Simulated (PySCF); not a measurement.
All values below come from PBE-D3(BJ)/def2-TZVP // B3LYP-D3(BJ)/def2-TZVP run with PySCF. All species are isolated molecules in the gas phase. Delta-SCF ions had no search for a lower state. Excitations are Tamm–Dancoff values on a coarser integration grid. The basis has no diffuse functions, so Rydberg states are missing or too high.

Reference species (SMILES): `O=C[SiH3]` (neutral, multiplicity 1).

```yaml
T1 excitation (TDA): 2.42 eV
HOMO–LUMO gap: 2.85 eV
vertical ionisation energy (Delta-SCF): 9.39 eV
brightest of the four lowest singlets (TDA): 5.43 eV
```

Changed species: `O1[SiH2]C1`.

Question: Give the shifts of the T1 excitation (TDA), HOMO–LUMO gap, vertical ionisation energy (Delta-SCF) and brightest of the four lowest singlets (TDA).

Answer: the T1 excitation (TDA) goes up by 2.16 eV, to 4.58 eV; the HOMO–LUMO gap increases by 2.24 eV, to 5.09 eV; the vertical ionisation energy (Delta-SCF) goes up by 0.63 eV, to 10.02 eV; the brightest of the four lowest singlets (TDA) rises by 0.41 eV, to 5.84 eV.
